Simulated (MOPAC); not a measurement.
MOPAC input (PM7):

```
PM7 PRECISE GNORM=0.05 LET XYZ CHARGE=-1 GEO-OK AUX(PRECISION=9) THREADS=1
CH6NSi

C    -1.62271300 1   -0.10075300 1    0.45076600 1
N    -0.36003300 1   -0.65295100 1    0.09427100 1
Si    0.97913200 1    0.23338000 1   -0.27041700 1
H    -2.37081400 1   -0.89236600 1    0.65179400 1
H    -1.62735400 1    0.53006300 1    1.37269500 1
H    -2.10001600 1    0.54552200 1   -0.32538800 1
H     2.14528100 1   -0.65719600 1   -0.60312300 1
H     1.56385900 1    1.18067400 1    0.78744600 1
H     0.93770300 1    1.20115300 1   -1.46207500 1
```

Output:

```
 *******************************************************************************
 **                                                                           **
 **                              MOPAC v23.2.5                                **
 **                                                                           **
 *******************************************************************************
 ** MOPAC's Digital Object Identifier: https://doi.org/10.5281/zenodo.6511958 **
 **                                                                           **
 ** Please cite the open-source release paper for use of this MOPAC version:  **
 ** J. E. Moussa and J. J. P. Stewart (2026)                                  **
 ** MOPAC: An open-source semiempirical molecular orbital program             **
 ** J. Open Source Softw., 11(119), 8025, https://doi.org/10.21105/joss.08025 **
 *******************************************************************************

                              PM7 CALCULATION RESULTS

 *******************************************************************************
 *  PM7        - The PM7 Hamiltonian to be used
 *  GEO-OK     - OVERRIDE INTERATOMIC DISTANCE AND OTHER SAFETY CHECKS
 *
 *
 *
 *                 CHARGE ON SYSTEM = -1
 *
 *
 *
 *  LET        - OVERRIDE SOME SAFETY CHECKS
 *  PRECISE    - TIGHTER CRITERIA TO BE USED
 *  XYZ        - CARTESIAN COORDINATE SYSTEM TO BE USED
 *  GNORM      - EXIT WHEN GRADIENT NORM DROPS BELOW 0.050
 *  AUX        - OUTPUT AUXILIARY INFORMATION
 *******************************************************************************
PM7 PRECISE GNORM=0.05 LET XYZ CHARGE=-1 GEO-OK AUX(PRECISION=9) THREADS=1
 CH6NSi

   ATOM   CHEMICAL          X               Y               Z
  NUMBER   SYMBOL      (ANGSTROMS)     (ANGSTROMS)     (ANGSTROMS)

     1       C         -1.62271300  *  -0.10075300  *   0.45076600  *
     2       N         -0.36003300  *  -0.65295100  *   0.09427100  *
     3      Si          0.97913200  *   0.23338000  *  -0.27041700  *
     4       H         -2.37081400  *  -0.89236600  *   0.65179400  *
     5       H         -1.62735400  *   0.53006300  *   1.37269500  *
     6       H         -2.10001600  *   0.54552200  *  -0.32538800  *
     7       H          2.14528100  *  -0.65719600  *  -0.60312300  *
     8       H          1.56385900  *   1.18067400  *   0.78744600  *
     9       H          0.93770300  *   1.20115300  *  -1.46207500  *

          CARTESIAN COORDINATES

    NO.       ATOM           X           Y           Z

     1         C         -1.6227     -0.1008      0.4508
     2         N         -0.3600     -0.6530      0.0943
     3        Si          0.9791      0.2334     -0.2704
     4         H         -2.3708     -0.8924      0.6518
     5         H         -1.6274      0.5301      1.3727
     6         H         -2.1000      0.5455     -0.3254
     7         H          2.1453     -0.6572     -0.6031
     8         H          1.5639      1.1807      0.7874
     9         H          0.9377      1.2012     -1.4621

 General Reference for PM7:
 "Optimization of Parameters for Semiempirical Methods VI: More Modifications to the
 NDDO Approximations and Re-optimization of Parameters", J. J. P. Stewart, J. Mol. Mod., 1:32, 19 (2013)
 https://link.springer.com/article/10.1007/s00894-012-1667-x

           Empirical Formula: C H6 N Si  =     9 atoms

      MOLECULAR POINT GROUP   :   Cs

      RHF CALCULATION, NO. OF DOUBLY OCCUPIED LEVELS = 10

          Geometry optimization using EF

          DIAGONAL MATRIX USED AS START HESSIAN

 CYCLE:     1  GRAD.:    96.097 HEAT:  3.402041
 CYCLE:     2  GRAD.:   119.016 HEAT:  6.808110
 CYCLE:     3  GRAD.:    34.842 HEAT:-0.1047293
 CYCLE:     4  GRAD.:   196.723 HEAT:  7.616436
 CYCLE:     5  GRAD.:    99.409 HEAT:  3.471561
 CYCLE:     6  GRAD.:   133.530 HEAT:  11.39982
 CYCLE:     7  GRAD.:    39.250 HEAT:-0.2050552
 CYCLE:     8  GRAD.:   140.210 HEAT:  8.990959
 CYCLE:     9  GRAD.:    15.400 HEAT:-0.7727226
 CYCLE:    10  GRAD.:    43.450 HEAT:-0.9978888E-02
 CYCLE:    11  GRAD.:     3.090 HEAT:-0.9075384
 CYCLE:    12  GRAD.:     3.748 HEAT:-0.9038097
 CYCLE:    13  GRAD.:     0.567 HEAT:-0.9168255
 CYCLE:    14  GRAD.:     0.474 HEAT:-0.9180434
 CYCLE:    15  GRAD.:     0.540 HEAT:-0.9204898
 CYCLE:    16  GRAD.:     0.344 HEAT:-0.9217401
 CYCLE:    17  GRAD.:     0.224 HEAT:-0.9221411
 CYCLE:    18  GRAD.:     0.770 HEAT:-0.9221163
 CYCLE:    19  GRAD.:     0.271 HEAT:-0.9223432
 CYCLE:    20  GRAD.:     0.138 HEAT:-0.9223953
 CYCLE:    21  GRAD.:     0.182 HEAT:-0.9223880
 CYCLE:    22  GRAD.:     0.012 HEAT:-0.9224070

     GRADIENT =  0.01243 IS LESS THAN CUTOFF =  0.05000

 -------------------------------------------------------------------------------
 PM7 PRECISE GNORM=0.05 LET XYZ CHARGE=-1 GEO-OK AUX(PRECISION=9) THREADS=1
 CH6NSi

     GEOMETRY OPTIMISED USING EIGENVECTOR FOLLOWING (EF).
     SCF FIELD WAS ACHIEVED

                              PM7 CALCULATION
                                                       MOPAC v23.2.5 Linux

          FINAL HEAT OF FORMATION =         -0.92241 KCAL/MOL =      -3.85935 KJ/MOL

          COSMO AREA              =        108.69 SQUARE ANGSTROMS
          COSMO VOLUME            =         95.95 CUBIC ANGSTROMS

          GRADIENT NORM           =          0.01243          =       0.00414 PER ATOM
          IONIZATION POTENTIAL    =          1.985637 EV
          HOMO LUMO ENERGIES (EV) =         -1.986  8.069
          NO. OF FILLED LEVELS    =         10
          MOLECULAR WEIGHT        =         60.1506         POINT GROUP:  Cs

          MOLECULAR DIMENSIONS (Angstroms)

            Atom       Atom       Distance
            H     7    H     4     4.58881
            H     8    H     9     2.29465
            H     8    H     4     1.88120

          SCF CALCULATIONS        =         23

   ATOM   CHEMICAL          X               Y               Z
  NUMBER   SYMBOL      (ANGSTROMS)     (ANGSTROMS)     (ANGSTROMS)

     1       C         -1.62361346  *  -0.07253143  *   0.45127609  *
     2       N         -0.36477110  *  -0.69662916  *   0.09518578  *
     3      Si          1.00568644  *   0.26189062  *  -0.27754767  *
     4       H         -2.33416701  *  -0.90668750  *   0.64146489  *
     5       H         -1.61696307  *   0.53520903  *   1.37921560  *
     6       H         -2.09446065  *   0.55081831  *  -0.33624930  *
     7       H          2.08158226  *  -0.67701773  *  -0.58557112  *
     8       H          1.50428249  *   1.15015782  *   0.78274013  *
     9       H          0.88898175  *   1.17027199  *  -1.42778107  *

                             CARTESIAN COORDINATES

   1    C       -1.623613462    -0.072531429     0.451276087
   2    N       -0.364771100    -0.696629162     0.095185778
   3   Si        1.005686438     0.261890622    -0.277547675
   4    H       -2.334167009    -0.906687505     0.641464890
   5    H       -1.616963070     0.535209027     1.379215604
   6    H       -2.094460651     0.550818306    -0.336249297
   7    H        2.081582264    -0.677017728    -0.585571121
   8    H        1.504282494     1.150157824     0.782740135
   9    H        0.888981747     1.170271991    -1.427781073

           Empirical Formula: C H6 N Si  =     9 atoms

      MOLECULAR POINT GROUP   :   Cs

                  EIGENVALUES
 -26.52274 -17.44433 -11.94085  -8.97183  -8.96809  -7.99502  -6.91313  -6.40494
  -2.98523  -1.98564   8.06899   8.26233   8.27182  10.77943  10.92490  11.12129
  11.98977  14.43195  27.66517  27.98573  28.82086  29.10949  29.88905

              NET ATOMIC CHARGES AND DIPOLE CONTRIBUTIONS

  ATOM NO.   TYPE          CHARGE      No. of ELECS.   s-Pop       p-Pop       d-Pop
    1          C          -0.144563        4.1446     1.03640     3.10817
    2          N          -0.911026        5.9110     1.78011     4.13092
    3         Si          -0.015299        4.0153     0.84759     2.96386     0.20385
    4          H           0.085111        0.9149     0.91489
    5          H           0.052108        0.9479     0.94789
    6          H           0.052108        0.9479     0.94789
    7          H          -0.015954        1.0160     1.01595
    8          H          -0.051242        1.0512     1.05124
    9          H          -0.051242        1.0512     1.05124
 DIPOLE           X         Y         Z       TOTAL
 POINT-CHG.     0.182     2.347    -0.029     2.354
 HYBRID        -0.694     0.252     0.195     0.764
 SUM           -0.512     2.599     0.166     2.654

          ATOMIC ORBITAL ELECTRON POPULATIONS

     Atom    s        px        py        pz      x^2-y^2     xz        z^2       yz        xy
    1  C   1.03640   0.99043   1.06092   1.05681
    2  N   1.78011   1.09700   1.29191   1.74201
    3 Si   0.84759   0.99538   0.95085   1.01763   0.03045   0.03369   0.02141   0.06093   0.05737
    4  H   0.91489
    5  H   0.94789
    6  H   0.94789
    7  H   1.01595
    8  H   1.05124
    9  H   1.05124

 **********************
 *                    *
 * JOB ENDED NORMALLY *
 *                    *
 **********************

 == MOPAC DONE ==
```

The dipole moment of an ion depends on the origin.

The geometry given is a B3LYP-D3(BJ)/def2-TZVP minimum.
